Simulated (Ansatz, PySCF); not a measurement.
This PySCF input computes a PBE/def2-TZVPD energy:

```python
from pyscf import gto, scf, dft

mol = gto.M(
    atom='''
    Sr   -0.00000000   -0.00000000   -0.42582728
    O     0.00000000    0.00000000    1.69169827
    H     0.00000000    0.00000000    2.64785055
    ''',
    basis='def2-tzvpd',
    ecp='def2-tzvp',
    charge=0,
    spin=1,
    symmetry='C2v',
    verbose=4,
)

mf = dft.UKS(mol, xc='pbe').density_fit(auxbasis='def2-universal-jkfit')
mf.grids.level = 3
mf.conv_tol = 1e-9
mf.max_cycle = 100
mf.max_memory = 1500
mf.kernel()
if not mf.converged:
    mf = mf.newton()
    mf.kernel(mf.make_rdm1())
mf.analyze()
```

**Question.** Write an input for the same energy in Ansatz (an electronic-structure program) and say what it gives.

**Answer.** 
Ansatz 0.2 input:
```yaml
crystal:
  periodic: [false, false, false]
  atoms:
    - {symbol: Sr, position_ang: [-0.00000000, -0.00000000, -0.42582728]}
    - {symbol: O, position_ang: [0.00000000, 0.00000000, 1.69169827]}
    - {symbol: H, position_ang: [0.00000000, 0.00000000, 2.64785055]}
basis:
  gaussian:
    orbitals: def2-TZVPD
hamiltonian:
  xc: {name: PBE}
magnetization: {spin_polarized: true, initial_magnetization: 1}
output: {forces: true}
```
It gives -106.52406 Eh, and PySCF -106.52412 Eh, a difference of 0.06 mEh, from the treatment of integrals and grids.

It need not be the lowest isomer of its formula.
